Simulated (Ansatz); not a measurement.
Steps of a relaxation of `[O]=[Ta]([OH])([OH])[OH]` with RKS PBE0-D4/def2-TZVP.

```sh
$ ansatz run in.yaml --threads 4 --pin off --events-out ev --progress --plain --max-ram 10444MiB
```

```yaml
crystal:
  periodic: [false, false, false]
  atoms:
    - {symbol: O, position_ang: [-0.366106, -1.486444, 1.672106]}
    - {symbol: Ta, position_ang: [-0.073156, -0.351020, 0.384051]}
    - {symbol: O, position_ang: [1.745778, 0.255676, 0.568116]}
    - {symbol: O, position_ang: [-1.333385, 1.085743, 0.609962]}
    - {symbol: O, position_ang: [-0.351143, -1.296664, -1.268946]}
    - {symbol: H, position_ang: [2.281124, 0.892423, 0.068241]}
    - {symbol: H, position_ang: [-1.528656, 1.898404, 0.116682]}
    - {symbol: H, position_ang: [-0.282356, -1.055219, -2.206112]}
basis:
  gaussian: {orbitals: def2-TZVP}
hamiltonian: {xc: pbe0, dispersion: d4}
relax: {f_tol: 0.005, max_steps: 150}
```

Positions (Å) and forces (eV/Å) along the path, 8 of 8 steps:

```xyz
8
step=1 energy=-9789.6827 eV
O    -0.366   -1.486    1.672    0.225    0.813   -0.919
Ta   -0.073   -0.351    0.384   -0.171   -0.583    0.659
O     1.746    0.256    0.568   -0.049    0.338   -0.437
O    -1.333    1.086    0.610    0.163    0.287   -0.451
O    -0.351   -1.297   -1.269    0.125    0.428   -0.316
H     2.281    0.892    0.068   -0.419   -0.482    0.371
H    -1.529    1.898    0.117    0.172   -0.641    0.368
H    -0.282   -1.055   -2.206   -0.046   -0.161    0.725
8
step=2 energy=-9789.7235 eV
O    -0.358   -1.477    1.663   -0.024   -0.064    0.071
Ta   -0.077   -0.357    0.390    0.022   -0.011    0.019
O     1.724    0.252    0.560    0.164    0.158   -0.108
O    -1.319    1.075    0.601   -0.093    0.231   -0.096
O    -0.347   -1.280   -1.256    0.004    0.014   -0.261
H     2.246    0.883    0.060   -0.077   -0.119    0.105
H    -1.501    1.875    0.104    0.022   -0.147    0.104
H    -0.276   -1.029   -2.179   -0.018   -0.061    0.166
8
step=3 energy=-9789.7251 eV
O    -0.360   -1.477    1.662    0.001   -0.002    0.002
Ta   -0.076   -0.356    0.389   -0.002   -0.007    0.009
O     1.728    0.255    0.559   -0.016    0.008   -0.018
O    -1.320    1.077    0.601    0.010   -0.002   -0.011
O    -0.347   -1.281   -1.259    0.004    0.014    0.003
H     2.251    0.883    0.063    0.014   -0.004    0.012
H    -1.505    1.875    0.108   -0.008    0.003    0.007
H    -0.277   -1.034   -2.180   -0.003   -0.010   -0.004
8
step=4 energy=-9789.7252 eV
O    -0.359   -1.476    1.662   -0.001    0.000    0.000
Ta   -0.076   -0.355    0.389    0.004   -0.004    0.007
O     1.727    0.255    0.559   -0.026    0.001   -0.014
O    -1.321    1.078    0.600    0.014   -0.012   -0.007
O    -0.347   -1.281   -1.260    0.004    0.014    0.013
H     2.254    0.882    0.065    0.015    0.000    0.007
H    -1.508    1.876    0.110   -0.008    0.008    0.003
H    -0.279   -1.036   -2.181   -0.002   -0.007   -0.009
8
step=5 energy=-9789.7256 eV
O    -0.361   -1.473    1.658    0.011   -0.005    0.009
Ta   -0.074   -0.351    0.385   -0.020    0.012   -0.018
O     1.727    0.260    0.554   -0.003    0.004   -0.006
O    -1.322    1.078    0.598    0.013   -0.012   -0.005
O    -0.346   -1.280   -1.261    0.003    0.010    0.012
H     2.276    0.880    0.078   -0.006   -0.010    0.009
H    -1.522    1.881    0.120    0.002    0.000    0.000
H    -0.286   -1.052   -2.187    0.001    0.001    0.001
8
step=6 energy=-9789.7256 eV rejected
O    -0.361   -1.473    1.657    0.009   -0.007    0.010
Ta   -0.075   -0.351    0.385   -0.017    0.011   -0.016
O     1.726    0.260    0.554    0.004    0.008   -0.008
O    -1.323    1.077    0.597    0.015   -0.029    0.012
O    -0.348   -1.279   -1.261    0.003   -0.002    0.032
H     2.276    0.880    0.077   -0.009   -0.013    0.011
H    -1.521    1.882    0.122   -0.005    0.024   -0.015
H    -0.283   -1.054   -2.187    0.001    0.007   -0.026
8
step=7 energy=-9789.7257 eV
O    -0.360   -1.473    1.658    0.005    0.000    0.001
Ta   -0.075   -0.351    0.384    0.004    0.000    0.001
O     1.726    0.260    0.554   -0.011   -0.002   -0.002
O    -1.322    1.078    0.597    0.001    0.000   -0.003
O    -0.346   -1.279   -1.261    0.000    0.003    0.001
H     2.276    0.880    0.079    0.000   -0.002    0.002
H    -1.522    1.881    0.120    0.000    0.001    0.000
H    -0.286   -1.052   -2.187    0.000    0.000    0.000
8
step=8 energy=-9789.7257 eV
O    -0.358   -1.473    1.658    0.000    0.000    0.000
Ta   -0.075   -0.352    0.384    0.000    0.000    0.000
O     1.725    0.261    0.554    0.000    0.000    0.000
O    -1.323    1.077    0.596    0.000    0.000    0.000
O    -0.347   -1.280   -1.261    0.000    0.000    0.000
H     2.278    0.879    0.080    0.000    0.000    0.000
H    -1.521    1.881    0.120    0.000    0.000    0.000
H    -0.287   -1.051   -2.187    0.000    0.000    0.000
```

It took 18 s on 4 threads of an Arm Neoverse V2 on a shared host, with 0.42 GiB of host memory at the peak.
